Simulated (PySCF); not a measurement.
Field gradients from PBE0/pcSseg-1 densities (PySCF, non-relativistic) at PBE0-D3(BJ)/def2-SVP geometries, isolated species, one conformer each; χzz is the principal value of largest magnitude, with Q(14N) = 0.02044 b. With so small a basis the couplings can be 20 % off.

Problem. Rank these 14N sites by the size of the quadrupole coupling, smallest first.
A. N1 (cyano nitrogen) in `[N:1]#[C:2][SiH2:3][n:4]1[cH:5][cH:6][cH:7][cH:8]1`
B. N5 (pyridine-type nitrogen) in `[CH:1]#[C:2][c:3]1[cH:4][n:5][cH:6][n:7]1[SiH3:8]`
C. The nitrogen bonded to 2 C and Si of `[H][Si]([H])(N(C)CC)N(C)CC`

Solution. B (4.604 MHz), C (5.262 MHz), A (5.520 MHz).

All sites together:

```tsv
nucleus	site	Vzz (au)	η	χzz (MHz)
14N	N5 (pyridine-type nitrogen) in [CH:1]#[C:2][c:3]1[cH:4][n:5][cH:6][n:7]1[SiH3:8]	-0.959	0.12	-4.604
14N	N1 (cyano nitrogen) in [N:1]#[C:2][SiH2:3][n:4]1[cH:5][cH:6][cH:7][cH:8]1	-1.149	0.04	-5.520
14N	the nitrogen bonded to 2 C and Si of [H][Si]([H])(N(C)CC)N(C)CC	-1.096	0.38	-5.262
```
